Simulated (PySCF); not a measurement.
formyl cation (CHO), SMILES C#[O+], charge +1. Coordinates come from a r2SCAN-D4/def2-TZVPD optimisation.

TDDFT-M06-2X/def2-TZVPD (PySCF) puts the lowest singlet excitations at 8.67, 9.92, 9.92, 11.46, 11.46, 14.49 eV.

Question: What are the lowest excitation roots from ADC(2)/aug-cc-pVDZ run with PySCF? (An estimate is asked for; the answer gives what the named calculation found.)

Answer: 10.10, 10.50, 10.50, 11.50, 11.50, 14.41 eV. S1 differs by 1.43 eV (second minus first; roots are paired by order, and the bases may differ).
